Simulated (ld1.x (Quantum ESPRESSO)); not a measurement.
# Which change was made? (P, TM)

phosphorus, norm-conserving Troullier–Martins (Kleinman–Bylander form), made with ld1.x (Quantum ESPRESSO) 7.5 (LDA (PZ), non-relativistic). Core [Ne], reference 3s2 3p2.5 (charge +0.5). Waves: 3s (bound): rc 1.25 bohr; 3p (bound): rc 1.65 bohr; 3d channel at 0.3 Ry: rc 1.35 bohr. Local part: all-electron potential smoothed inside 1.45 bohr (lloc = -1). Core correction: Bessel-smoothed model core inside 1.00 bohr.

Cutoffs, loose and tight: the cutoffs (Ry, on a coarse ladder) from which the occupation-weighted sum of valence levels, in a spherical-Bessel basis at the reference potential, stays within 10 and 1 mRy of its value at 400 Ry. They do not see the model core or the augmentation charge, which bear on the density cutoff. Test errors are all-electron minus pseudo excitation energies from the reference, over the configurations 3s2 3p3; 3s2 3p2; 3s2 3p1; 3s1 3p4; 3s1 3p3; 3s2 3p3.3; 3s1 3p0 (two spin-polarised tests are not counted in the largest error); variants that change the core or the reference have their own tests.

The base gives: outcome: generated; cutoff, loose: 45 Ry; cutoff, tight: 100 Ry; bound ghosts: none; largest test error (meV): +210.

Question: After one change the result is: outcome: generated; cutoff, loose: 140 Ry; cutoff, tight: 260 Ry; bound ghosts: p; largest test error (meV): +122. Which change was it?
A. wave 3p (bound): rc 1.65 bohr becomes 3p (bound): rc 2.48 bohr
B. wave 3p (bound): rc 1.65 bohr becomes 3p (bound): rc 1.06 bohr
C. wave 3p (bound): rc 1.65 bohr becomes 3p (bound): rc 1.26 bohr

Answer: B. The others give: wave 3p (bound): rc 1.65 bohr becomes 3p (bound): rc 1.26 bohr → outcome: generated; cutoff, loose: 70 Ry; cutoff, tight: 120 Ry; bound ghosts: none; largest test error (meV): +167 | wave 3p (bound): rc 1.65 bohr becomes 3p (bound): rc 2.48 bohr → outcome: generated; cutoff, loose: 45 Ry; cutoff, tight: 100 Ry; bound ghosts: none; largest test error (meV): +153.
